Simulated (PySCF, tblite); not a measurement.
A set of runs on `F[C@@H]1C=C[C@H](F)[Se][SiH2]1`; the geometry of each is named by its level. Settings lines and outputs come from a driver script.

C4H6F2SeSi.
SMILES with atom numbers: `[F:1][C@@H:2]1[CH:3]=[CH:4][C@H:5]([F:6])[Se:7][SiH2:8]1` (hydrogens: H9 on C2; H10 on C3; H11 on C4; H12 on C5; H13, H14 on Si8)

Step 1: GFN2-xTB geometry optimisation, gas phase (tblite 0.8.0) (from a force-field or distance-geometry start)
```json
{"job": {"kind": "relax", "xc": "GFN2-xTB", "basis": "xTB"}, "charge": 0, "multiplicity": 1}
```
```
step      E/eV     max force
  0    -706.97278    2.028
  1    -707.09025    0.862
  2    -707.13117    0.675
...
 44    -707.17669    0.014
 45    -707.17672    0.014
 46    -707.17674    0.014
 47    -707.17676    0.011
 48    -707.17677    0.009
```

Energy lowered by 4.7 kcal/mol over 48 steps; largest atomic force 0.009 eV/Å at the end. «max force» is the largest atomic force in eV/Å.

Hardware: Arm Neoverse N1, one thread, on a shared host. Cost: 0.56 s.

Step 2: GFN2-xTB harmonic vibrations, gas phase (tblite 0.8.0) (on the GFN2-xTB geometry)
```json
{"job": {"kind": "ir", "xc": "GFN2-xTB", "basis": "xTB"}, "charge": 0, "multiplicity": 1}
```
```
(table of modes left out)
```

36 modes from 60 to 3110 cm⁻¹ (unscaled, harmonic); zero-point energy 54.7 kcal/mol; all wavenumbers are real at this level.

Time: 0.84 s wall. Hardware: an Arm Neoverse N1 with one thread, shared host with 64 logical CPUs at a one-minute load of 46.

Step 3: TDDFT B3LYP/def2-SVPD, vertical, gas phase, core orbitals frozen in the response (PySCF 2.14.0, density-fitted response routines) (on the GFN2-xTB geometry)
```json
{"job": {"kind": "uv", "xc": "B3LYP", "basis": "def2-SVPD", "nstates": 8, "ntriplets": 3}, "charge": 0, "multiplicity": 1}
```
```
...
Static polarisability (au): isotropic 101.158, principal 79.396 108.151 115.927
Singlet excitations
state   eV       nm        f      main configurations
  1   4.0830    303.7   0.00266   H->L 0.97
  2   5.1010    243.1   0.00245   H->L+1 0.91
  3   5.2760    235.0   0.01732   H->L+2 0.97
  4   5.3129    233.4   0.07983   H-1->L 0.83
  5   6.0002    206.6   0.01371   H->L+3 0.92
  6   6.0210    205.9   0.01718   H-2->L 0.82, H-1->L+1 0.10
  7   6.1522    201.5   0.02194   H->L+4 0.32, H-1->L+2 0.32, H-1->L+1 0.25
  8   6.1907    200.3   0.02582   H->L+4 0.62, H-1->L+2 0.17, H-1->L+1 0.13
Triplet excitations (Tamm-Dancoff, eV): 3.6078 4.0004 4.9097
```

HOMO -6.67 eV, LUMO -1.53 eV; lowest singlet 4.08 eV; lowest triplet 3.61 eV (Tamm–Dancoff); mean polarisability 101.2 au.

The run took 90 s of wall time on an Arm Neoverse N1 with one thread, shared host with 64 logical CPUs at a one-minute load of 45, and the process peaked at 0.94 GiB of memory.

Geometry of the electronic-property runs (GFN2-xTB):
```
atom  x, y, z in Å
F1    -1.6699   -1.9756    0.4101
C2    -0.7358   -1.0588   -0.0243
C3     0.2194   -0.7331    1.0527
C4     1.2411    0.1008    0.8674
C5     1.5264    0.7195   -0.4368
F6     2.6556    1.4644   -0.4103
Se7    0.0325    1.9961   -1.0191
Si8   -1.6579    0.5461   -0.6249
H9    -0.2342   -1.5220   -0.8833
H10    0.0110   -1.1572    2.0228
H11    1.8974    0.3845    1.6748
H12    1.6181    0.0036   -1.2630
H13   -2.3865    0.2226   -1.8478
H14   -2.5178    1.0086    0.4596
```

 (This holds for the electronic-property runs.)

One conformer stands for the species.
